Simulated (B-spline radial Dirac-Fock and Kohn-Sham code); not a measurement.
## X-ray lines that fill the 3d3/2 vacancy in Ta⁺

System: the Ta⁺ ion, configuration 1s2 2s2 2p6 3s2 3p6 3d10 4s2 4p6 4d10 4f14 5s2 5p6 5d3 6s1, inside a Watson sphere of charge -1 and radius 2.7 Å (a model of the Madelung potential; inside it an electron's potential energy is raised by 5.3 eV).

Level of theory: one-electron (LDA, Dirac) transition rates at Dirac-Fock energies; a radial finite-basis atomic code.

| line | multipole | energy (eV) | width (meV) | share (%) |
| --- | --- | --- | --- | --- |
| Mζ2 (M4-N2) | E1 | 1322.0 | 1.53 | 4.57 |
| M4-N3 | E1 | 1385.0 | 0.184 | 0.549 |
| M4-O2 | E1 | 1748.9 | 0.228 | 0.682 |
| M4-O3 | E1 | 1757.6 | 0.0267 | 0.0797 |
| Mβ (M4-N6) | E1 | 1768.7 | 31.5 | 94.1 |

The listed lines hold 100.0 % of the radiative rate. The radiative width is 0.0335 eV in the length form and 0.0339 eV in the velocity form; the two differ because the transition energies are not eigenvalue differences of the potential that gave the orbitals.

Values without a named source are computed, but for edge energies of neutral atoms, which are taken from tables.
